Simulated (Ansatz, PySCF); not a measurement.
Gas-phase reaction (SMILES): C=C[Si](F)(F)F + F (HF) → F[Si](F)(F)F [tetrafluorosilane] + C=C (C2H4); hydrogen fluoride cleaves one Si-C bond, a model of a ligand-exchange step.

Each molecule is optimised on its own at B3LYP-D3(BJ)/def2-TZVP (Ansatz, an electronic-structure program), one conformer each, not searched for the lowest. Cores are frozen in the correlated levels unless marked. Spin-orbit coupling is left out. Non-relativistic. Basis-set limits of correlation are two-point, X^-3; Hartree-Fock from the larger set. [CCSD(T)-MP2]/basis is that difference in the basis named. Thermal terms are rigid-rotor harmonic-oscillator values from B3LYP-D3(BJ) frequencies (PySCF) at 298.15 K and 1 atm. 1 Eh = 627.5095 kcal/mol.

```tsv
species	E, RI-MP2/CBS(aug-cc-pV(T+d)Z,aug-cc-pV(Q+d)Z)+[CCSD(T)-MP2]/aug-cc-pV(T+d)Z (Ansatz) (Eh)	E, wB97M-V/def2-TZVPD (Ansatz) (Eh)	H - E (Eh)	G - E (Eh)
C=C[Si](F)(F)F	-666.56474	-667.29557	0.05993	0.02079
F (HF)	-100.39388	-100.46200	0.01259	-0.00713
F[Si](F)(F)F	-688.52919	-689.24012	0.01842	-0.01381
C=C (C2H4)	-78.48011	-78.56640	0.05494	0.03009
```

Q: Work out ΔE and ΔH, ΔG, ΔS and the equilibrium constant at 298.15 K at the first level, then ΔH at the second.

A: 
1. ΔE = [(-688.52919) + (-78.48011)] - [(-666.56474) + (-100.39388)] = -0.05068 Eh = -31.8 kcal/mol at RI-MP2/CBS(aug-cc-pV(T+d)Z,aug-cc-pV(Q+d)Z)+[CCSD(T)-MP2]/aug-cc-pV(T+d)Z.
2. The terms H - E add up to 0.00084 Eh, so ΔH = (-0.05068 + (0.00084))×627.5095 = -31.3 kcal/mol.
3. The terms G - E add up to 0.00262 Eh, so ΔG = -30.2 kcal/mol, and ΔS = (0.00084 - (0.00262))×627509.5/298.15 = -3.7 cal/(mol K).
4. log10 K = -ΔG/(RT ln 10) = 22.1, with RT ln 10 = 1.3642 kcal/mol.
5. At wB97M-V/def2-TZVPD the same steps give ΔE = -30.7 and ΔH = -30.2 kcal/mol, a shift of +1.1 from the first level.
6. These values are not checked against measurement here, since the tables used lack a sound gas-phase enthalpy of formation for at least one species.
